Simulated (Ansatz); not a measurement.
A made-up structure of H$_{2}$TeSO, closed shell:

O1  (-0.664, -0.950, -0.062)
S2  (-0.786, 0.430, 0.676)
Te3  (0.783, 1.100, -0.372)
H4  (-0.962, -0.671, -0.923)
H5  (1.629, 0.091, 0.681)
(Å)

It is relaxed with PBE-D4/def2-SVP and then PBE0-D4/def2-TZVP (Ansatz 0.2.0). Atoms count as bonded within 1.22 times the sum of their covalent radii (H–H: 0.88 Å). The end point is not checked to be a true minimum.

(1) Does its bonding change? (A judgement: the text doesn't fix the answer.)

Results:

(1) By the calculation: No: no bond forms or breaks.

Where it ends: The first stage lowers the energy by 3.39 eV in 9 steps. It ends as H₂TeSO ([OH][S][TeH]):
```tsv
atom	x (Å)	y (Å)	z (Å)
O1	-1.0417	-1.1182	-0.1651
S2	-0.8364	0.3370	0.6004
Te3	1.1649	1.2659	-0.2330
H4	-1.4838	-0.9520	-1.0057
H5	2.1970	0.4673	0.8035
```

Labels in which every atom is bracketed show which atoms are joined, not bond orders.

For scale, one of the runs: PBE0-D4/def2-TZVP relaxation, 130 basis functions, launched by `ansatz run in.yaml --threads 2 --pin off --events-out ev --progress --plain --max-ram 4352MiB`. The run took about 35 s on 2 CPU threads of an Arm Neoverse V2 (shared host).
